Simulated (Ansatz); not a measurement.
`O[SiH]S[SiH](O)F` radical. The species carries charge 0 and has multiplicity 2.

```json
{"atom": "O1", "x (Å)": "-0.420", "y (Å)": "-1.241", "z (Å)": "2.107"}
{"atom": "Si2", "x (Å)": "0.662", "y (Å)": "-1.627", "z (Å)": "0.935"}
{"atom": "S3", "x (Å)": "0.041", "y (Å)": "-1.046", "z (Å)": "-1.049"}
{"atom": "Si4", "x (Å)": "0.274", "y (Å)": "1.041", "z (Å)": "-0.793"}
{"atom": "O5", "x (Å)": "-0.572", "y (Å)": "1.840", "z (Å)": "-1.924"}
{"atom": "F6", "x (Å)": "-0.264", "y (Å)": "1.406", "z (Å)": "0.677"}
{"atom": "H7", "x (Å)": "-0.668", "y (Å)": "-0.313", "z (Å)": "2.153"}
{"atom": "H8", "x (Å)": "0.737", "y (Å)": "-3.111", "z (Å)": "0.909"}
{"atom": "H9", "x (Å)": "1.660", "y (Å)": "1.523", "z (Å)": "-0.860"}
{"atom": "H10", "x (Å)": "-1.449", "y (Å)": "1.526", "z (Å)": "-2.156"}
```

(1) Give the diagnostics of a CCSD(T)/def2-TZVPP run (frozen core, Ansatz 0.2.0). (Best estimate.)

## Answers

(1) Computed: T1 = 0.0141, largest single amplitude 0.038, largest double 0.016, (T) share of the correlation energy 3.6 %, 10 CCSD cycles. ⟨S²⟩ of the UHF reference is 0.756 against 0.75 for a pure state. T1 lies under the customary mark of 0.045 for open shells.
